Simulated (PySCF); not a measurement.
Structure elucidation problem

The spectra below were simulated for a compound C3H9F3OSi2.

¹H NMR (600 MHz, computed): δ 6.72 (m, 1H), 5.25 (m, 1H), 4.73 (m, 1H), 4.05 (m, 3H), 3.99 (d, 3H).

¹³C{¹H} NMR (computed): δ 126.4 (CH), 97.9 (CH), 74.6 (CH).

PySCF 2.14.0 with density-fitted response routines calculation with shieldings: GIAO PBE0/pcSseg-1 and geometry from GFN2-xTB; non-relativistic, one averaged value for each set of equivalent atoms, single conformer, gas phase.

Chemical shifts δ = σref − σ; ¹H (σ = 31.72 ppm), ¹³C (σ = 186.93 ppm) against TMS, all at this level.

Task: Which candidate is it?
A. FC(F)O[C@@H]([SiH3])[C@H](F)[SiH3]
B. CC([SiH3])([SiH3])OC(F)(F)F
C. CO[SiH2][C@@H]([SiH3])C(F)(F)F

Result: A. 

The formula gives 0 degrees of unsaturation. 3 carbon signals for 3 carbons: no two carbons are equivalent. Carbon types of the structure: 3 × CH, leaving 6 H on heteroatoms. δC 126.4: sp3 CH bonded to 2 F and O; 3 electronegative neighbours deshield it. δC 97.9: sp3 CH bonded to F and Si; pulled downfield by the heteroatom. δC 74.6: sp3 CH bonded to O and Si; deshielded by the electronegative neighbour. δH 6.72: hydrogen on an sp3 CH bonded to 2 F and O; its carbon carries F and O, an electronegative neighbour. δH 4.73: hydrogen on an sp3 CH bonded to O and Si; its carbon carries O, hence the downfield position.

The others: CC([SiH3])([SiH3])OC(F)(F)F would give 2 signals for carbon-bound and other non-exchanging H, not 5; CO[SiH2][C@@H]([SiH3])C(F)(F)F has carbons computed at 138.0, 54.1, 19.1, with a different DEPT pattern.

Splittings by ¹⁹F in the carbon and heteronuclear signals aren't shown, as no couplings were computed. Shifts are as computed. Against solution values, carbons near 30 ppm lie about +3 ppm off and those near 130 ppm about +5 ppm. Of 1309 compounds with measured shifts, 239 miss one by over three times the rms of a fit or turn the order of signals round; such compounds aren't used in these exercises. No couplings were computed; multiplicities are counted from neighbouring protons, with m where these are inequivalent, close in shift, in a saturated or five-membered ring or joined by F or P, and br s for small geminal =CH2 splittings.
